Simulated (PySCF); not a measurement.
2-(disilanyl)ethanol (C2H10OSi2), SMILES C(O)C[SiH2][SiH3].

Geometry optimised at B3LYP-D3(BJ)/def2-SVP. The values are those of a single conformer.

All values below come from HF/def2-TZVP (PySCF).

Gas-phase values at a fixed geometry.

**Question.** Estimate the frontier levels, gap, dipole moment and polarisability. (The exact figures need the calculation; the answer reports its results.)

**Answer.** 
```
Quantity                                                                                                       Result
---------------------------------------------------------------------------------------------  ----------------------
highest occupied level                                                                                      -10.77 eV
lowest empty level                                                                                            2.97 eV
orbital gap                                                                                                  13.74 eV
dipole moment                                                                                               0.356 e·Å
quadrupole, principal values (traceless, Buckingham form, about the centre of nuclear charge)  -10.52, 1.94, 8.58 D·Å
mean static polarisability                                                                      80.7 bohr³ (11.95 Å³)
polarisability, principal values                                                               70.9, 79.1, 92.1 bohr³
```
